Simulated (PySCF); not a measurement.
# Working out the ionisation energy of Te+

Te+ [Kr] 4d10 5s2 5p3 (4S) → Te(2+) [Kr] 4d10 5s2 5p2 (3P). Calculation: PySCF 2.14, in aug-cc-pwCVTZ-PP with ECP28MDF (8s7p6d4f1g, 96 functions); a scalar-relativistic core potential. Frozen: nothing. Energies in hartree (1 hartree = 27.21139 eV):

```tsv
part	Te+ (lower)	Te(2+) (upper)
UHF	-266.722439	-266.048258
MP2 opposite-spin	-0.544109	-0.533520
MP2 same-spin	-0.284566	-0.270995
```

Problem. What does Hartree-Fock give?

Solution. (-266.048258) − (-266.722439) = 0.674181 hartree = 18.345 eV.

Problem. What do MP2 and SCS-MP2 (6/5 opposite-spin, 1/3 same-spin) give?

Solution. The opposite-spin parts differ by 0.288 eV and the same-spin parts by 0.369 eV. MP2: 18.345 + (0.288) + (0.369) = 19.002 eV. SCS-MP2: 18.345 + 1.2 × (0.288) + (0.369)/3 = 18.814 eV.

Reference: 18.6 ± 0.4 eV (measured; NIST Atomic Spectra Database, ionization energies), between the lowest levels; spin-orbit coupling is absent from the calculation.

What remains against the reference includes basis incompleteness and correlation beyond second order.
